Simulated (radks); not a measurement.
Q: Species: Pd IV. Configuration: [Kr] 4d7 (the NIST ground configuration). All-electron calculation, scalar-relativistic Kohn-Sham, r2SCAN, spin-polarised, spherical densities, finite nucleus; open shells are filled with parallel spins first (spin-orbit coupling, left out, can overturn this in heavy ions); meta-GGA in the generalised Kohn-Sham scheme; Fermi nuclear charge, rms radius 4.5318 fm. Program: a radial shooting solver on a logarithmic mesh with Libxc functionals. Some entries of the table are withheld. Estimate them.

| orbital | occ. | eigenvalue (hartree) | <1/r> (bohr^-1) | <r> (bohr) |
|---|---|---|---|---|
| 1s down | 1 | -891.3857 | 48.23 | 0.03186 |
| 1s up | 1 | -891.3852 | 48.23 | 0.03186 |
| 2s up | 1 | -131.9766 | 10.96 | 0.1383 |
| 2s down | 1 | -131.9455 | 10.96 | 0.1383 |
| 2p up | 3 | -118.3767 | 10.58 | 0.1206 |
| 2p down | 3 | -118.3539 | 10.58 | 0.1206 |
| 3s up | 1 | -25.25973 | 3.841 | 0.3783 |
| 3s down | 1 | -25.25222 | 3.839 | 0.3784 |
| 3p up | 3 | -20.75475 | 3.652 | 0.3780 |
| 3p down | 3 | -20.74385 | 3.651 | 0.3781 |
| 3d up | 5 | -13.62236 | 3.419 | 0.3575 |
| 3d down | 5 | -13.59894 | 3.418 | 0.3576 |
| 4s up | 1 | -4.77642 | 1.454 | 0.9422 |
| 4s down | 1 | -4.66243 | 1.461 | 0.9398 |
| 4p up | 3 | (1) | 1.313 | 1.027 |
| 4p down | 3 | (2) | 1.318 | 1.025 |
| 4d up | 5 | -1.58695 | 1.021 | 1.293 |
| 4d down | 2 | -1.46843 | 1.014 | 1.309 |

A: 
(1) 4p up eigenvalue (hartree): -3.47465
(2) 4p down eigenvalue (hartree): -3.35517
